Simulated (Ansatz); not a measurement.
One change: `CB(F)[SiH2][AlH2]` becomes `COB(C)F`.

Ansatz, PBE0-D4/def2-TZVP geometries, multiplicity 1. Each molecule was computed in one conformer, which needn't be the lowest.

```tsv
property	`CB(F)[SiH2][AlH2]`
HOMO energy (PBE/def2-TZVPP) / eV	-6.18
LUMO energy (PBE/def2-TZVPP) / eV	-2.95
HOMO–LUMO gap (PBE0/def2-TZVPP) / eV	5.06
HOMO–LUMO gap (B3LYP/def2-TZVPP) / eV	4.69
LUMO energy (PBE0/def2-TZVPP) / eV	-2.19
HOMO–LUMO gap (PBE/def2-TZVPP) / eV	3.24
```

Q: Give the same properties after the change, and the shifts. (Best estimate.)

A: Computed: 
```json
{"property": "HOMO energy (PBE/def2-TZVPP) / eV", "`COB(C)F`": "-7.44", "shift": "-1.26"}
{"property": "LUMO energy (PBE/def2-TZVPP) / eV", "`COB(C)F`": "-0.05", "shift": "2.90"}
{"property": "HOMO–LUMO gap (PBE0/def2-TZVPP) / eV", "`COB(C)F`": "9.84", "shift": "4.78"}
{"property": "HOMO–LUMO gap (B3LYP/def2-TZVPP) / eV", "`COB(C)F`": "9.27", "shift": "4.58"}
{"property": "LUMO energy (PBE0/def2-TZVPP) / eV", "`COB(C)F`": "0.83", "shift": "3.02"}
{"property": "HOMO–LUMO gap (PBE/def2-TZVPP) / eV", "`COB(C)F`": "7.40", "shift": "4.16"}
```

With PBE0 the HOMO falls by 1.76 eV and the LUMO rises by 3.02 eV, so the gap widens by about 4.78 eV. PBE moves the HOMO by -1.26 eV and ωB97M-V by -2.20 eV.

B3LYP here is the variant with VWN-RPA as its local correlation; programs differ in this.
